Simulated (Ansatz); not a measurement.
Reaction (silylene formation by 1,1-elimination): `C#C[Si](C)(F)Cl` → `C#CF` + `C[Si]Cl`

Program: Ansatz. Geometries: PBE0-D4/def2-TZVP. ΔE: electronic, gas phase. CBS: MP2 limit from def2 TZ/QZ plus the TZ coupled-cluster correction, frozen cores. This one scheme is used for every species. DFT in def2-TZVPP.

CCSD(T)/CBS gives +5.44 eV.

(1) Another level gave +5.35 eV. Which?
A. PBE0-D4/def2-TZVPP
B. CCSD/def2-TZVPP
C. B2PLYP/def2-TZVPP
D. PBE-D4/def2-TZVPP

Largest T1 diagnostic among the species: 0.013.

## Answers

(1) B. CCSD/def2-TZVPP 5.35, PBE-D4 5.01, PBE0-D4 5.24, B2PLYP 5.29 eV.

From PBE to PBE0 (25 % exact exchange), in def2-TZVPP and without D4, ΔE moves by +0.25 eV. Leaving LDA and LC-ωPBE aside and taking each functional with its dispersion term where it has one, the values, not all of them listed here, spread over 0.54 eV, from BLYP-D4 to r2SCAN0-D4. LDA lies +0.25 eV from PBE without D4.

CCSD(T)/CBS has its own doubt, a few kJ/mol and more with outer-core shells, so smaller differences from it don't rank the levels.
